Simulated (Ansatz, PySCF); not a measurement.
Ways to break one bond of CCCC:

A. CCCC → [CH3] (CH3) + [CH2]CC
B. CCCC -> 2 [CH2]C

Quantity: bond dissociation energy (enthalpy at 298 K, with B3LYP-D3(BJ) rigid-rotor harmonic-oscillator terms from PySCF), kcal/mol. Structures are relaxed separately at B3LYP-D3(BJ)/def2-TZVP in Ansatz (an electronic-structure program), one conformer each, not searched for the lowest. Cores are frozen in the correlated levels unless marked. UHF or UKS for open shells. No spin-orbit coupling. No relativistic terms. CBS(X,Y): correlation extrapolated as X^-3; Hartree-Fock from the larger set. [CCSD(T)-MP2]/basis is that difference in the basis named.

### Question
Rank them by bond dissociation energy at RI-MP2/CBS(cc-pVTZ,cc-pVQZ)+[CCSD(T)-MP2]/cc-pVTZ (Ansatz), lowest first.

### Answer
B (88.7 kcal/mol), A (90.3 kcal/mol)
